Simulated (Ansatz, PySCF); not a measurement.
System: C₅H₃O₂, charge 0, multiplicity 2. It need not be the lowest isomer of its formula. 
Geometry from a B3LYP-D3(BJ)/def2-TZVP (Ansatz, a first-principles code) optimisation:
```xyz
10

C     -1.9481     0.3099     0.2504
C     -1.6083    -1.0139     0.2998
O     -0.2821    -1.1955     0.1272
C      0.2884     0.0558    -0.0445
C     -0.7216     0.9613     0.0307
C      1.7230     0.1104    -0.2497
O      2.3457     1.1349    -0.4121
H     -2.9318     0.7322     0.3573
H     -2.1918    -1.9068     0.4471
H      2.2146    -0.8817    -0.2458
```
Charge 0, spin multiplicity 2.

Total electronic energies in hartree. Valence correlation only, unless marked. Open shells are spin-unrestricted. Spin-orbit coupling is left out. Non-relativistic. CBS marks a two-point X^-3 extrapolation of the correlation energy; Hartree-Fock from the larger set. The bracket is a focal-point correction in the basis named.

The UHF reference is spin-contaminated (<S^2> 0.59 over the pure value in the largest basis). 

```
level                                                     program  energy (Eh)
-------------------------------------------------  --------------  -----------
HF/6-31G                                                   Ansatz   -340.54957
HF/6-31G*                                                  Ansatz   -340.70330
BLYP-D3(BJ)/def2-TZVPD                             Ansatz + dftd3   -342.72206
BLYP-D4/def2-TZVPD                                 Ansatz + dftd4   -342.72388
BLYP/def2-TZVPD                                            Ansatz   -342.70442
r2SCAN/def2-TZVPD                                          Ansatz   -342.61036
PBE0/6-31G*                                                Ansatz   -342.26704
PBE0/def2-SVP                                              Ansatz   -342.01607
M06-2X/def2-TZVPD                                           PySCF   -342.64878
wB97M-V/def2-TZVPD                                         Ansatz   -342.67547
B2GP-PLYP-D4/def2-TZVPD                            Ansatz + dftd4   -342.45668
B2PLYP-D3(BJ)/def2-TZVPD                           Ansatz + dftd3   -342.53046
B2PLYP-D4/def2-TZVPD                               Ansatz + dftd4   -342.52992
RPA@PBE/cc-pVQZ                                            Ansatz   -342.77761
MP2/6-31G*                                                 Ansatz   -341.61509
MP2/cc-pVDZ                                                Ansatz   -341.66092
MP2/cc-pVTZ                                                Ansatz   -341.98141
RI-MP2/CBS(cc-pVTZ,cc-pVQZ)                                Ansatz    -342.1474
SCS-MP2/cc-pVTZ                                            Ansatz   -341.94808
CCSD(T)/STO-3G                                             Ansatz   -336.76821
CCSD(T)/6-31G                                              Ansatz   -341.24542
RI-MP2/CBS(cc-pVTZ,cc-pVQZ)+[CCSD(T)-MP2]/cc-pVDZ          Ansatz    -342.2501
RI-MP2/CBS(cc-pVTZ,cc-pVQZ)+[CCSD(T)-MP2]/cc-pVTZ          Ansatz    -342.2559
```

Totals of different functionals don't rank their quality; only differences between species are comparable.
